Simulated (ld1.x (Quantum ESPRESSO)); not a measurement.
How hard is this bromine TM potential?

- Element: bromine (Br)
- Generator: ld1.x (Quantum ESPRESSO) 7.5
- Type: norm-conserving Troullier–Martins (Kleinman–Bylander form)
- Functional: PBE
- Relativity: fully relativistic
- Frozen core: [Ar] 3d10
- Valence charge: 7
- Reference configuration: 4s2 4p5
- Partial waves: 4s (bound): rc 1.10 bohr; 4d channel at -0.15 Ry: rc 1.55 bohr; 4p (bound): rc 1.85 bohr
- Local potential: the p channel
- Core correction: Bessel-smoothed model core inside 0.56 bohr

Open shells are filled in proportion to 2j + 1 (rel_dist='average').

The pseudo-atom Hamiltonian at the reference potential is diagonalised in spherical Bessel functions j_l(qr) that vanish at 20 bohr, with q² up to the cutoff. All-electron valence levels (Ry): 4s -1.4794, 4p1/2 -0.6023, 4p3/2 -0.5658.

How do the lowest levels (Ry) of each channel move with the cutoff, and are there ghosts?

```csv
cutoff (Ry),s #1,s #2,s #3,d3/2 #1,d3/2 #2,d5/2 #1,d5/2 #2,p1/2 #1,p1/2 #2,p3/2 #1,p3/2 #2,f #1,Σ f·Δε (mRy)
8,-5.6294,-0.6597,0.0062,0.0704,0.1512,0.0704,0.1511,-0.5643,0.0314,-0.5643,0.0314,0.1178,1706.2
21,-7.6253,-0.9438,-0.0059,0.0703,0.1506,0.0703,0.1505,-0.5747,0.0311,-0.5747,0.0311,0.1178,1086.1
45,-62.7349,-1.4171,-0.0289,-5.3893,0.0707,-5.3960,0.0708,-0.5775,0.0310,-0.5775,0.0310,0.1178,125.3
80,-106.6781,-1.4715,-0.0330,-10.9472,0.0706,-11.3403,0.0706,-0.5777,0.0310,-0.5777,0.0310,0.1178,15.7
140,-117.8052,-1.4779,-0.0335,-11.0014,0.0706,-11.4177,0.0706,-0.5777,0.0310,-0.5777,0.0310,0.1178,2.8
260,-120.4532,-1.4790,-0.0336,-11.0118,0.0706,-11.4288,0.0706,-0.5777,0.0310,-0.5777,0.0310,0.1178,0.6
400,-121.2959,-1.4793,-0.0336,-11.0125,0.0706,-11.4295,0.0706,-0.5777,0.0310,-0.5777,0.0310,0.1178,0.0
```

Result: ghost states, extra bound levels that the all-electron valence spectrum of the same l lacks: s at -1650.3 eV, d5/2 at -155.5 eV, d3/2 at -149.8 eV (a true bound ghost makes a file unfit for plane-wave use); 10 mRy is reached at 100 Ry and 1 mRy at 200 Ry.

Note: ghost states, extra bound levels that the all-electron valence spectrum of the same l lacks: s at -1650.3 eV, d5/2 at -155.5 eV, d3/2 at -149.8 eV. A true bound ghost makes a file unfit for plane-wave use. The potential misses its own reference levels by up to 0.3 eV.
